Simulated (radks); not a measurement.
Question: Sc III, configuration [Ar] 3d1 (the NIST ground configuration). Method: scalar-relativistic Kohn-Sham, PBE, spin-polarised, spherical densities, point nucleus; open shells are filled with parallel spins first; computed with a radial shooting solver on a logarithmic mesh with Libxc functionals. Some entries of the table are withheld. Estimate them.

| orbital | occ. | eigenvalue (hartree) | <1/r> (bohr^-1) | <r> (bohr) |
|---|---|---|---|---|
| 1s down | 1 | -162.1735 | 20.77 | 0.07304 |
| 1s up | 1 | -162.1731 | 20.77 | 0.07304 |
| 2s up | 1 | -18.00233 | 4.296 | 0.3435 |
| 2s down | 1 | -17.99346 | 4.298 | 0.3434 |
| 2p up | 3 | -14.83918 | 4.199 | 0.3077 |
| 2p down | 3 | -14.83234 | 4.201 | 0.3075 |
| 3s up | 1 | (1) | 1.305 | 1.074 |
| 3s down | 1 | (2) | 1.306 | 1.073 |
| 3p up | 3 | -1.81403 | 1.176 | 1.163 |
| 3p down | 3 | -1.78046 | 1.176 | 1.163 |
| 3d up | 1 | -0.67269 | 0.8414 | 1.567 |
| 3d down | 0 | -0.63963 | 0.8407 | 1.569 |

Answer: 
(1) 3s up eigenvalue (hartree): -2.60219
(2) 3s down eigenvalue (hartree): -2.56883
